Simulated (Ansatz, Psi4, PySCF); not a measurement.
Atom: F (charge 0, doublet).

Property: ionisation energy to the triplet, in eV. Set-up: six Cartesian d functions in 6-31G* and its kin unless marked 5d; spin-orbit terms left out; UHF or UKS for open shells; valence correlation only; each state is the SCF solution reached for its charge and spin; 6-311+G** with 5d; non-relativistic. Basis-set limits of correlation are two-point, X^-3; Hartree-Fock from the larger set.

Measured values: NIST ASD by pymatgen's periodic table; they hold spin-orbit and core effects. 

Value to compare with, the measured value: 17.42 eV.

```csv
level,program,ionisation energy to the triplet (eV),error
HF/6-311+G**,Ansatz,15.70,-1.72
PBE/6-311+G**,Ansatz,17.68,0.26
B3LYP/6-31G*,Ansatz,17.38,-0.04
B3LYP/6-311+G**,Ansatz,17.77,0.35
wB97X-D/6-31G*,Psi4,17.29,-0.13
MP2/6-311+G**,Ansatz,16.99,-0.43
M06-2X/def2-TZVPD,PySCF,17.49,0.07
wB97X-V/def2-TZVPD,Ansatz,17.53,0.11
"CCSD(T)/CBS(aug-cc-pVTZ,aug-cc-pVQZ)",Ansatz,17.42,0.00
```

Among the 6 habitual levels, HF/6-311+G** lies farthest from the measured value (-1.72 eV) and B3LYP/6-31G* nearest (-0.04); 2 of 6 lie above it, and their mean absolute error is 0.49 eV, the median 0.30. One case shows no general order.

The levels are drawn from those run, B3LYP/6-31G* more often than the rest, none by its result; runs whose electronic state is in doubt are left out.

Ansatz is a first-principles code.
